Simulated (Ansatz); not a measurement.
Start from `O[SiH2]CC[SiH3]` and change one atom or group to get `O[SiH2][CH2][GeH3]`.

Ansatz, PBE0-D4/def2-TZVP geometries, multiplicity 1. Each molecule was computed in one conformer, which needn't be the lowest.

Scalar relativity is left out up to krypton.

| property | `O[SiH2]CC[SiH3]` |
| --- | --- |
| ideal-gas entropy at 298 K and 1 bar (rigid rotor, harmonic PBE0-D4/def2-TZVP) / J/(mol·K) | 375 |
| HOMO–LUMO gap (ωB97M-V/def2-TZVPP) / eV | 12.17 |
| HOMO–LUMO gap (B3LYP/def2-TZVPP) / eV | 7.88 |
| LUMO energy (PBE0/def2-TZVPP) / eV | 0.23 |
| LUMO energy (ωB97M-V/def2-TZVPP) / eV | 1.84 |
| HOMO energy (PBE/def2-TZVPP) / eV | -6.71 |

What does the change do to each property? (Estimate.)

Computed: 
```tsv
property	`O[SiH2][CH2][GeH3]`	shift
ideal-gas entropy at 298 K and 1 bar (rigid rotor, harmonic PBE0-D4/def2-TZVP) / J/(mol·K)	367	-8
HOMO–LUMO gap (ωB97M-V/def2-TZVPP) / eV	12.27	0.10
HOMO–LUMO gap (B3LYP/def2-TZVPP) / eV	8.01	0.13
LUMO energy (PBE0/def2-TZVPP) / eV	0.23	0.00
LUMO energy (ωB97M-V/def2-TZVPP) / eV	1.78	-0.06
HOMO energy (PBE/def2-TZVPP) / eV	-6.95	-0.24
```

The zero-point energy changes by -79.4 kJ/mol with -9 modes. Modes under 60 cm⁻¹, often nearly free rotors, make the harmonic entropy too high.

B3LYP here is the variant with VWN-RPA as its local correlation; programs differ in this.
